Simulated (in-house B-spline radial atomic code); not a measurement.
# Ionising Kr IV (Kr3+) with different functionals

Computed with an all-electron radial atomic-structure program (B-spline basis): four-component Dirac-Coulomb Hamiltonian, Fermi nucleus of rms radius 4.1884 fm, spin-restricted, spherical fractional occupations for the functionals. The ionisation energy is the difference of two self-consistent energies, [Ar] 3d10 4s2 4p3 → [Ar] 3d10 4s2 4p2, without Breit or QED terms; ε is the level of the shell that loses the electron (mean over j). The electron is taken from both j subshells in proportion to 2j + 1, so the result is a j average, not the step between ground levels.

Hybrids are left out here: with spherical fractional occupations of an open shell their exact exchange keeps a self-interaction that integer-occupation calculations don't have.

| method | rung | ΔSCF (eV) | -ε(4p) (eV) |
| --- | --- | --- | --- |
| LDA VWN5 | LDA | 50.09 | 43.56 |
| relativistic LDA | LDA | 50.07 | 43.54 |
| LDA PW92 | LDA | 50.09 | 43.55 |
| LDA exchange-only | LDA | 48.57 | 42.05 |
| PBE | GGA | 49.82 | 43.32 |
| PBEsol | GGA | 49.85 | 43.35 |
| BLYP | GGA | 49.73 | 43.20 |
| RPBE | GGA | 49.76 | 43.27 |
| PW91 | GGA | 49.93 | 43.42 |
| BP86 | GGA | 49.98 | 43.46 |
| AM05 | GGA | 49.84 | 43.33 |
| OLYP | GGA | 49.80 | 43.32 |

Task: How do they compare with the NIST value?

Result: NIST lists 50.9 eV ± 0.11 (measured, ground level to ground level). Errors run from -2.28 to -0.76 eV. The correlated functionals all miss on the same side by more than they spread, so the cause is common to them (Breit-QED terms, spin polarisation, the choice among j levels, multiplet and fine-structure energies, or a listed next ion that isn't the cheapest removal here) and closeness doesn't rank the functionals.
